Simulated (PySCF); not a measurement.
Electronic structure of Bi²⁺ (bismuth, charge +2) at the UHF level

Configuration: [Xe] 4f14 5d10 6s1 6p1 7s1, high-spin 4P determinant (an excited configuration). All numbers are calculated (PySCF 2.14, scalar relativity by spin-free X2C-1e, in aug-cc-pwCVTZ-DK3).

| Property | Result |
| --- | --- |
| Total energy | -21525.564045 hartree |
| One-electron energy | -29367.3489 hartree |
| Hartree (Coulomb) energy | 8239.4895 hartree |
| Exchange energy | -397.7046 hartree |
| ⟨S²⟩ | 3.7525 |
| ⟨L²⟩ | 2.094 |
| Sum of ⟨r⟩ | 45.71 bohr |
| Sum of ⟨r²⟩ | 67.81 bohr² |
| Traceless quadrupole moment −½Σ⟨3z² − r²⟩ along its main axis | -0.896 e·bohr² |
| Langevin diamagnetic susceptibility | -53.7 ×10⁻⁶ cm³/mol |

```tsv
shell	electrons	mean orbital energy (hartree)	spread (hartree)	rms radius, mean of both spins (bohr)
1s α	1	-3345.00788	0	0.0178
1s β	1	-3345.00048	0	0.0178
2s α	1	-607.59247	0	0.0718
2s β	1	-607.58780	0	0.0718
2p α	3	-522.68190	0.00055	0.0664
2p β	3	-522.67998	0.00261	0.0664
3s α	1	-150.03687	0	0.183
3s β	1	-150.02929	0	0.183
3p α	3	-125.28072	0.00161	0.186
3p β	3	-125.27675	0.00603	0.186
3d α	5	-99.02034	0.00419	0.170
3d β	5	-99.01912	0.00532	0.170
4s α	1	-36.57174	0	0.400
4s β	1	-36.55845	0	0.400
4p α	3	-28.28027	0.00328	0.427
4p β	3	-28.27329	0.01108	0.427
4d α	5	-18.33435	0.00846	0.453
4d β	5	-18.33094	0.01105	0.453
5s α	1	-7.54134	0	0.890
5s β	1	-7.51024	0	0.890
4f α	7	-7.44870	0.01013	0.480
4f β	7	-7.44581	0.01221	0.480
5p α	3	-5.10483	0.00162	1.01
5p β	3	-5.08918	0.02265	1.01
5d α	5	-2.16945	0.01329	1.29
5d β	5	-2.14339	0.02856	1.29
6s α	1	-1.48243	0	2.16
6p α	1	-1.00820	0	2.67
7s α	1	-0.50166	0	4.93
```

Spin-orbit coupling, absent here, splits the open shell strongly. The outer electron is Rydberg-like, and this basis confines it to a smaller radius and binds it less than a complete one would.

Densities and radii are taken from the X2C orbitals without a picture-change correction, which distorts them close to the nucleus.

Spin-orbit constants ζ (cm⁻¹) from the X2C one-electron operator on these orbitals: bare nucleus, nucleus screened by l(l+1)(2l+1)/3 electrons, and screened by the Breit-Pauli mean field of the electrons.

```csv
shell,bare,screened nucleus,mean field
2p,11470000,11200000,n/a
3p,2597000,2535000,n/a
3d,397500,349600,n/a
4p,635900,620600,n/a
4d,87310,76790,n/a
4f,18710,12400,n/a
5p,114500,111700,n/a
5d,10870,9557,n/a
6p,13990,13650,n/a
```

To first order the Landé constant is A = 4551 cm⁻¹, so the lowest level has J = 1/2 and lies 1.41 eV below the centre of the term. This holds in LS coupling only.
